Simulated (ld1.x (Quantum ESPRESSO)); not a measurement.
## Ar, TM: configuration errors across variants

argon, norm-conserving Troullier–Martins (Kleinman–Bylander form), made with ld1.x (Quantum ESPRESSO) 7.5 (PW91, scalar-relativistic). Core [Ne], reference 3s2 3p6. Waves: 3p (bound): rc 1.30 bohr; 3d channel at 0.05 Ry: rc 1.35 bohr; 3s (bound): rc 1.00 bohr. Local part: the s channel. Core correction: none.

All-electron excitation energies from the reference (eV): (1) 3s2 3p5 16.119; (2) 3s2 3p4 44.848; (3) 3s2 3p3 87.512; (4) 3s2 3p5.5 6.576; (5) 3s1 3p6 30.724; (6) 3s2 3p2 145.241.

2 further variants failed, have other tests or another functional or relativity, and are left out.

Errors AE − PS in meV (a dash: test not solved or not reliable):

```csv
change,(1),(2),(3),(4),(5),(6),bound ghosts
base,+2.9,+25,+89,+0.2,+6.9,+232,none
local potential the p channel,+2.2,+22,+81,0.0,+5.4,+218,none
wave 3d channel at 0.05 Ry: rc 1.35 bohr becomes 3d channel at -0.02 Ry: rc 1.35 bohr,+2.9,+25,+89,+0.2,+6.9,+232,none
wave 3p (bound): rc 1.30 bohr becomes 3p (bound): rc 1.28 bohr,+3.0,+25,+90,+0.2,+6.9,+232,none
core correction a·sin(br)/r model core inside 0.54 bohr,+3.3,+26,+90,+0.2,+4.1,+223,none
wave 3d channel at 0.05 Ry: rc 1.35 bohr becomes 3d channel at 0.05 Ry: rc 1.74 bohr,+2.9,+25,+89,+0.2,+6.9,+232,none
type TM semilocal; local potential the d channel,+2.4,+22,+83,0.0,+5.6,+222,none
wave 3s (bound): rc 1.00 bohr becomes 3s (bound): rc 0.88 bohr,+4.6,+35,+121,+0.5,+26,+308,none
core correction a·sin(br)/r model core inside 1.12 bohr,+2.9,+24,+85,+0.2,+5.0,+216,none
```

(1) Give the same row for: all radii scaled by about 1.11 (s 1.12, p 1.44, d 1.50 bohr).

Answers

(1) +2.3, +21, +78, 0.0, +3.9, +206; bound ghosts: none.
